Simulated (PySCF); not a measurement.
Computed structure and properties of [Ir2]−

System: [Ir2]− (quartet); start: template (D∞h). Method: PySCF 2.14.0, UKS TPSS, Ir def2-SVP with ECP60; non-relativistic Hamiltonian with scalar-relativistic core potentials where named; density fitting; no spin-orbit coupling.

Input of the relaxation:

```python
mol = gto.M(atom='''
Ir     0.00000     0.00000     1.22500
Ir     0.00000     0.00000    -1.22500''',
    basis={'Ir': 'def2-SVP'},
    ecp={'Ir': 'def2-SVP'},
    charge=-1, spin=3)
mf = dft.UKS(mol, xc='TPSS')
mf.grids.atom_grid = (50, 194)
mf = mf.density_fit()  # fitting sets: Ir def2-universal-JKFIT
mf.conv_tol = 1e-08; mf.max_cycle = 55
mf.kernel(dm0)  # dm0: converged density of the start geometry
# quasi-Newton relaxation in Cartesian coordinates to a largest gradient under 0.00045 Eh/bohr, steps kept in the point group
```

Run from Python with OMP_NUM_THREADS=2; the lines above give its settings. Where DIIS fails, smearing, a level shift and second-order steps follow.
It took 9.1 s on 2 threads of Arm Neoverse V1, with other jobs on the host, from the converged density of the start.

Course of the relaxation:

| step | energy above end (eV) | largest force component within the symmetry (eV/Å) |
| --- | --- | --- |
| 0 | 0.3404 | 3.006 |
| 1 | 0.0231 | 0.996 |
| 2 | 0.0100 | 0.730 |
| 3 | 0.0001 | 0.069 |
| 4 | 0.0000 | 0.004 |

Relaxed geometry (D∞h):

```xyz
2

Ir    0.0000    0.0000    1.1286
Ir    0.0000    0.0000   -1.1286
```

```tsv
contact	Å
Ir2–Ir1	2.257
```

On the finer grid (75, 302):

```json
{
  "HOMO": "1.10 eV",
  "LUMO": "1.36 eV",
  "Dipole about the centre of mass": "0.00 D",
  "Spin squared": "3.804",
  "Set of Mulliken populations of Ir1 outside the core potential": "s 3.66, p 6.07, d 7.75, f 0.01",
  "D3(BJ) dispersion energy (not in the energies)": "-0.066 eV"
}
```

```
atom  Mulliken (e)  Löwdin (e)  spin (e)
 Ir1         -0.50       -0.50      1.50
 Ir2         -0.50       -0.50      1.50
```

The highest filled level lies above zero, as often for anions with such functionals and bases; it isn't the detachment energy.

No frequency check is given here. The steps kept the symmetry D∞h of the start, so a lower state may lie off it.

One start shape was tried, so this needn't be the lowest isomer.

Open shells may have lower solutions than the one found.
